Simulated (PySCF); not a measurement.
# Spin-rotation constants: SMILES BrC1=CC=CCC1, C$_{6}$H$_{7}$Br

Cartesian coordinates in Å; atom numbers follow the order of the lines, from 1:
```xyz
14

Br    3.016   -0.665    0.984
C     1.270   -0.116    0.451
C     1.019    1.149    0.119
C    -0.332    1.533   -0.243
C    -1.254    0.610   -0.510
C    -0.912   -0.850   -0.489
C     0.194   -1.155    0.525
H     1.792    1.901    0.114
H    -0.552    2.588   -0.297
H    -2.253    0.885   -0.811
H    -0.582   -1.135   -1.495
H    -1.794   -1.448   -0.257
H    -0.216   -1.147    1.543
H     0.604   -2.150    0.346
```

Computed with PySCF, GIAO PBE/pcSseg-1 magnetisability, rotational g tensor and spin-rotation constants, non-relativistic, gas phase. Geometry: GFN2-xTB.

The calculation is non-relativistic, which matters for the atoms heavier than Zn.

(1) Give the nuclear spin-rotation constants along the inertial axes (H = +C I·J) beside the isotropic shieldings.

(2) How do the rotational constants and the g tensor change when H8, H9, H10, H11, H12, H13, H14 are replaced by deuterium?

Answers

(1) Rotational constants 5.0484, 0.9565, 0.8205 GHz. A star marks the isotopologue with that one atom substituted, in its own axes.
```csv
atom,isotope,Caa (kHz),Cbb (kHz),Ccc (kHz),mean (kHz),σ (ppm)
Br1,79Br,2.980,2.466,2.208,2.551,1844.4
H8,1H,-0.238,0.050,-0.094,-0.094,25.2
H9,1H,-0.259,0.051,-0.094,-0.101,25.5
H10,1H,0.533,-0.102,-0.095,0.112,25.8
H11,1H,-0.540,-0.098,0.030,-0.203,28.9
H12,1H,-0.361,-0.015,-0.078,-0.151,29.4
H13,1H,-0.544,-0.100,0.034,-0.203,28.7
H14,1H,-0.381,-0.007,-0.080,-0.156,29.2
C2,13C*,2.351,0.327,0.189,0.956,34.9
C3,13C*,2.111,0.363,0.136,0.870,50.4
C4,13C*,2.117,0.366,0.123,0.869,51.9
C5,13C*,2.299,0.337,0.118,0.918,53.2
C6,13C*,0.880,0.160,0.127,0.389,152.4
C7,13C*,0.881,0.167,0.153,0.400,144.4
```
For the geometry as given, no vibrational averaging.

(2) Constants 4.0199, 0.8844, 0.7468 GHz; g -0.0364, -0.0103, -0.0043, against -0.0457, -0.0111, -0.0047 before.
